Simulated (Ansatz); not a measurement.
Geometry optimisation, Ansatz 0.2.0, DFT PBE, scalar-relativistic, plane waves, PAW.

Input:

```yaml
crystal:
  lattice:
    - [-2.29, -3.966396, 0.0]
    - [3.435, -1.983198, 0.0]
    - [0.0, 0.0, 7.17686]
  atoms:
    - { symbol: Be, position: [0.75000007, 0.50000004, 0.0] }
    - { symbol: Be, position: [0.50000004, 0.33333336, 0.25] }
    - { symbol: Be, position: [0.75000007, 0.50000004, 0.5] }
    - { symbol: Be, position: [0.50000004, 0.33333336, 0.75] }
    - { symbol: Be, position: [0.50000003, 2.0e-08, 0.0] }
    - { symbol: Be, position: [0.25000004, 0.83333336, 0.25] }
    - { symbol: Be, position: [0.50000003, 2.0e-08, 0.5] }
    - { symbol: Be, position: [0.25000004, 0.83333336, 0.75] }
    - { symbol: Be, position: [0.25000003, 0.50000002, 0.0] }
    - { symbol: Be, position: [1.0e-08, 0.33333334, 0.25] }
    - { symbol: Be, position: [0.25000003, 0.50000002, 0.5] }
    - { symbol: Be, position: [1.0e-08, 0.33333334, 0.75] }
    - { symbol: Be, position: [0.0, 0.0, 0.0] }
    - { symbol: Be, position: [0.75000008, 0.83333338, 0.25] }
    - { symbol: Be, position: [0.0, 0.0, 0.5] }
    - { symbol: Be, position: [0.75000008, 0.83333338, 0.75] }
    - { symbol: "N", position: [0.75643406, 0.17379101, 0.87521738] }
basis:
  ecutwfc: 420.0
kpoints:
  mp_grid: { grid: [4, 4, 3] }
hamiltonian:
  xc: pbe
scf:
  occupations: { method: gaussian, width: 0.15 }
  lower_state_search: "off"
relax:
  f_tol: 0.03
  max_steps: 60
  adjacent_minimum: "off"
```

Command:

```bash
$ ansatz run input.yaml --threads 1 --pin off --max-ram 3072MiB --backend cpu --events-out ev --progress --plain --runs-dir out
```

Task: Where does it end, and by what steps?

Result: The forces met the threshold. Limits of this set-up: coarse k mesh, odd electron count without spin. After 4 steps the energy has fallen by 0.476 eV; Be9 moved furthest, 0.14 Å.

```csv
step,energy less start (eV),largest force component (eV/Å),accepted
0,0.0000,1.286,yes
1,-0.3550,0.771,yes
2,-0.4716,0.165,yes
3,-0.4691,0.151,no
4,-0.4759,0.023,yes
```

```xyz
17
Lattice="-2.2900 -3.9664 0.0000 3.4350 -1.9832 0.0000 0.0000 0.0000 7.1769" Properties=species:S:1:pos:R:3
Be -0.026 -3.953 0.098
Be 0.023 -2.645 1.825
Be -0.015 -3.960 3.532
Be 0.016 -2.605 5.333
Be -1.117 -1.952 0.049
Be 2.306 -2.656 1.838
Be -1.156 -1.965 3.558
Be 2.177 -2.581 5.325
Be 1.259 -2.051 0.056
Be 1.156 -0.683 1.825
Be 1.129 -1.976 3.543
Be 1.117 -0.698 5.333
Be -0.015 -0.043 0.050
Be 1.160 -4.638 1.852
Be -0.023 -0.003 3.558
Be 1.174 -4.646 5.288
N -1.142 -3.309 6.280
```

Time of the run: 30 s on 1 thread of Arm Neoverse V2 (shared host), peak memory 0.37 GiB.
